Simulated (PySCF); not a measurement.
B(F)(Me)(SiH3) (CH6BFSi), SMILES CB(F)[SiH3]. Heavy atoms are numbered as in [B:1]([F:2])([CH3:3])[SiH3:7]. Hydrogens are named by the atom that carries them.

Coordinates come from a r2SCAN-D4/def2-SVP optimisation. A frequency run showed that this geometry is not a minimum.

Level of theory: PBE0/pcSseg-1 (PySCF).

GIAO shieldings, no solvent; atoms alike by connectivity are averaged. δ = σ(ref) − σ: ¹¹B against BF3 (σ = 88.8 ppm); ¹⁹F against CFCl3 (σ = 167.2 ppm); ¹³C against TMS (σ = 186.3 ppm); ¹H against TMS (σ = 31.56 ppm); ²⁹Si against TMS (σ = 352.7 ppm), references at their B3LYP-D3(BJ)/def2-TZVP geometries, non-relativistic.

| atoms | nucleus | count | δ (ppm) |
|---|---|---|---|
| B1 | ¹¹B | 1 | 62.2 |
| F2 | ¹⁹F | 1 | 50.2 |
| C3 (CH3) | ¹³C | 1 | … |
| H on Si7 | ¹H | 3 | … |
| H on C3 | ¹H | 3 | … |
| Si7 (SiH3) | ²⁹Si | 1 | -113.9 |

Complete the blanks. (The exact figures need the calculation; the answer reports its results.)


- H on C3, δ (ppm): 1.23
- C3 (CH3), δ (ppm): 19.4
- H on Si7, δ (ppm): 3.66
